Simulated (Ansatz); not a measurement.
## Ligand exchange: GeH3(CH3) + ZrF4 → GeH3F + Zr(CH3)F3

Species: GeH3(CH3) (methyl germane), singlet; ZrF4 `[F][Zr]([F])([F])[F]`, singlet; GeH3F (fluorogermane) `[F][GeH3]`, singlet; Zr(CH3)F3, singlet. The partners trade CH3 for F: Ge–CH3 and Zr–F bonds give way to Ge–F and Zr–CH3.

Shapes, held fixed at every level: PBE0-D4/def2-TZVP. Programs: Ansatz 0.2.0. The zero-point and thermal change to 298 K, harmonic and unscaled (PBE0-D4/def2-TZVP), is -3.9 kJ/mol.

(1) Estimate ΔH(298 K) of this reaction.

Answers

(1) The highest level, CCSD(T)/def2-TZVPP, gives ΔH(298 K) = +148.3 kJ/mol; the levels span +138.9 to +163.5. The column of differences is taken from that level and isn't an error. No measured value is set beside it here. For atoms past krypton def2 sets carry core potentials with scalar relativity. Relativity is left out for Ge. Outer-core shells of Ge, Zr are correlated, in sets that cover them unevenly.

```tsv
level	kind	ΔH(298 K) (kJ/mol)	less CCSD(T)/def2-TZVPP
HF/def2-TZVPP	Hartree–Fock	+138.9	-9.4
SPW92/def2-TZVPP	LDA	+154.2	+5.9
wB97M-V/def2-TZVPP	range-separated hybrid	+147.5	-0.8
wB97X-V/def2-TZVPP	range-separated hybrid	+149.5	+1.2
MP2/def2-SVP	perturbation theory	+163.5	+15.2
CCSD(T)/def2-SVP	coupled cluster or CI	+159.3	+11.0
CCSD/def2-TZVPP	coupled cluster or CI	+146.7	-1.6
CCSD(T)/def2-TZVPP	coupled cluster or CI	+148.3	0.0
```
